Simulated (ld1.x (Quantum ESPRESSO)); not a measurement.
**Pt: one change to a TM potential, before and after**

platinum, norm-conserving Troullier–Martins (Kleinman–Bylander form), made with ld1.x (Quantum ESPRESSO) 7.5 (PBE, scalar-relativistic). Core [Xe] 4f14, reference 5d7 6s0 6p0 (charge +3). Waves: 6p (bound, empty): rc 2.30 bohr; 5d (bound): rc 1.85 bohr; 6s (bound, empty): rc 1.85 bohr. Local part: the s channel. Core correction: Bessel-smoothed model core inside 1.95 bohr.

Change: all radii but the core radius scaled by about 0.89 (s 1.64, p 2.04, d 1.64 bohr).

Cutoffs: the cutoffs (Ry, on a coarse ladder) from which the occupation-weighted sum of valence levels, in a spherical-Bessel basis at the reference potential, stays within 10 and 1 mRy of its value at 400 Ry; they do not see the model core or the augmentation charge, which bear on the density cutoff. Errors are all-electron minus pseudo energies relative to the spin-unpolarised reference configuration.

Question: Predict the effect on cutoff, ghosts and configuration errors.

Answer: The potential gets harder (40 Ry and 50 Ry → 40 Ry and 70 Ry); a bound ghost appears in p, which as a rule spoils a file; of the 7 tests that both files solve, the error grows in 0 and shrinks in 4 by more than 15 % and 0.3 meV (median size 258.1 → 160.9 meV). A smaller radius makes the pseudo-wave follow the all-electron one further in, where it bends more sharply, so more plane waves are needed. Less of the atom is replaced, so other configurations are described better.

| quantity | base | changed |
| --- | --- | --- |
| cutoff, loose | 40 Ry | 40 Ry |
| cutoff, tight | 50 Ry | 70 Ry |
| bound ghosts | none | p |
| error for 5d9 6s1 6p0, meV [ΔE -61.38 eV] | -258 | -161 |
| error for 5d9 6s0 6p0, meV [ΔE -52.18 eV] | -349 | -298 |
| error for 5d8 6s0 6p0, meV [ΔE -32.22 eV] | -110 | -95 |
| error for 5d9.5 6s0.5 6p0, meV [ΔE -61.50 eV] | -402 | -306 |
| error for 5d8 6s1 6p0, meV [ΔE -50.21 eV] | -86 | -40 |
| error for 5d6 6s0 6p0, meV [ΔE 45.65 eV] | -176 | -161 |
| error for 5d10 6s0 6p0, meV [ΔE -61.39 eV] | -563 | -472 |

 A true bound ghost makes a file unfit for plane-wave use even where its test errors are small: the radial tests pick states by their node count and pass the ghost by.
